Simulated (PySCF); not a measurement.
## Peak assignment

Geometry (Å), atoms numbered from 1 in this order:
```xyz
15

C     2.5766    0.4958   -0.3931
O     1.6335   -0.4691   -0.8238
C     0.3851   -0.3620   -0.3598
C    -0.6103   -1.1979   -0.7303
Si   -2.1491   -0.7207    0.1592
F    -3.3542   -0.1080   -0.7336
C    -1.1826    0.7248    0.9671
O     0.1712    0.6401    0.5123
H     3.5090    0.2360   -0.8893
H     2.7060    0.4608    0.6910
H     2.2664    1.5024   -0.6822
H    -0.4063   -1.9959   -1.4156
H    -2.8402   -1.5944    1.0914
H    -1.5585    1.7086    0.6796
H    -1.1511    0.6876    2.0563
```

How the numbers were obtained: geometry from GFN2-xTB, NMR shieldings at PBE0/pcSseg-1/GIAO, in PySCF 2.14 (averaged over atoms made equivalent by symmetry, fast rotation or ring inversion, one conformer, gas phase, no relativistic terms).

Referencing at the same level of theory: TMS for $^{13}$C (186.93 ppm), $^{1}$H (31.72 ppm).

Problem. Assign these signals to the numbered atoms. $^{13}$C{$^{1}$H} NMR (computed): δ 186.9, 64.0, 64.0, 55.3.

Solution. 
| δ (ppm) | atoms | environment | reason |
| --- | --- | --- | --- |
| 186.9 | C3 | alkene carbon bearing oxygen | an sp2 carbon further deshielded by the attached heteroatom |
| 64.0 | C4 | β carbon of an enol-ether or enamine type C=C | the O or N lone pair pushes π density onto this β carbon and shields it |
| 64.0 | C7 | sp3 CH2 bonded to O and Si | the inductive effect lowers its shielding |
| 55.3 | C1 | methyl carbon bonded to O | deshielded by the electronegative neighbour |

C4 and C7 lie closer than the usual error of such a calculation, so a measured spectrum could show them in the other order.

Problem. Assign these signals to the numbered atoms. $^{1}$H NMR (400 MHz, computed): δ 5.81 (m, 1H), 4.09 (m, 1H), 3.93 (m, 1H), 3.86 (m, 1H), 3.82 (s, 3H).

Solution. 
5.81 → H13, hydrogen on a silicon bonded to 2 C, F, in a 5-membered ring
4.09 → H14, hydrogen on an sp3 CH2 bonded to O and Si: its carbon carries O, an electronegative neighbour
3.93 → H15, hydrogen on an sp3 CH2 bonded to O and Si
3.86 → H12, hydrogen on a β carbon of an enol-ether or enamine type C=C: lone-pair donation from O or N shields it, upfield of ordinary alkene protons
3.82 → H9/H10/H11, hydrogen on a methyl carbon bonded to O: its carbon carries O, an electronegative neighbour

H15 and H12; H12 and H9/H10/H11 lie closer than the usual error of such a calculation, so a measured spectrum could show them in the other order.

Splittings by $^{19}$F in the carbon and heteronuclear signals aren't shown, as no couplings were computed. Shifts are as computed. Against solution values, carbons near 30 ppm lie about +3 ppm off and those near 130 ppm about +5 ppm. Of 1211 compounds with measured shifts, 218 miss one by over three times the rms of a fit or turn the order of signals round; such compounds aren't used in these exercises. No couplings were computed; multiplicities are counted from neighbouring protons, with m where these are inequivalent, close in shift, in a saturated or five-membered ring or joined by F or P, and br s for small geminal =CH2 splittings.
